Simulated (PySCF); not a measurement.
Computed properties of ZrBr₄, SMILES [Br][Zr]([Br])([Br])[Br], multiplicity 1

ZrBr4, SMILES [Br][Zr]([Br])([Br])[Br], multiplicity 1. Geometry optimised at r2SCAN-D4/def2-SVP. The multiplicity is an assumed one; other spin states were not compared. The isomer is the one that the SMILES or the coordinates give; other isomers of the formula were not compared. The def2 effective core potentials stand for the cores of Zr; spin–orbit coupling is left out. The values are those of a single conformer. All values are computed for the isolated molecule unless a solvent is named; none is compared with measurement here.

**Structure.** The optimised structure has Td symmetry. All 9 harmonic modes at r2SCAN-D4/def2-SVP (PySCF) are real, so it is a minimum. With heavy atoms numbered as in [Zr:1]([Br:2])([Br:3])([Br:4])[Br:5], the shortest bond between them is Zr1–Br2 at 2.477 Å and the longest Zr1–Br5 at 2.477 Å.

**Vibrations.** The strongest infrared lines (harmonic, unscaled, degenerate partners summed) lie at 319 cm⁻¹ (193 km/mol, Zr 59 %, Br 41 %), 71 cm⁻¹ (2 km/mol, Br 81 %, Zr 19 %). The softest mode is at 60 cm⁻¹ and the zero-point energy is 2.2 kcal/mol.

**Electronic structure.** ωB97X/def2-TZVP (PySCF) places the frontier levels at -11.16 and -0.92 eV, a gap of 10.24 eV, and gives a dipole moment of 0.00 D and a mean polarisability of 122.3 bohr³.

**Excitations.** TDA-B3LYP/def2-SVPD (PySCF) has S1 at 4.44 eV (279 nm, f = 0.000, dark); the most intense of the 10 singlets computed lies at 4.65 eV (f = 0.09). Strengths of degenerate partners are summed. T1 (TDA) is at 4.26 eV, 0.18 eV under S1. No vertical singlet excitation falls in the visible range (under 3.1 eV).
